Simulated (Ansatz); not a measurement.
Correlation energies of C2H5GeSb (`C#[C][GeH2][SbH2]`) by basis set

```tsv
atom	x (Å)	y (Å)	z (Å)
C1	1.098	-0.579	-2.352
C2	0.929	-0.329	-1.184
Ge3	0.572	0.051	0.644
Sb4	-1.981	-0.397	1.030
H5	1.259	-0.797	-3.382
H6	1.418	-0.903	1.502
H7	0.986	1.504	0.922
H8	-2.370	1.080	0.265
H9	-1.911	0.371	2.556
```

The species carries charge 0 and has multiplicity 1. Correlated methods include outer-core shells of Ge, Sb, which these sets cover unevenly. Scalar relativity is left out up to krypton. Sb takes the def2 core potential. The structure was optimised at the PBE0-D4/def2-TZVP level. Frozen core, restricted reference, the Gaussian-basis code of Ansatz.

```tsv
basis	HF (Eh)	MP2 corr.
def2-SVP	-2392.87721	-0.60216
def2-TZVPP	-2393.24052	-0.91498
def2-QZVPP	-2393.28714	-1.43678
```

Q: Estimate the CCSD correlation energy and the (T) correction in each basis where they were run (hartree).

A: 
| basis | CCSD corr. | (T) |
| --- | --- | --- |
| def2-SVP | -0.63802 | -0.02385 |
| def2-TZVPP | -0.93102 | -0.03794 |
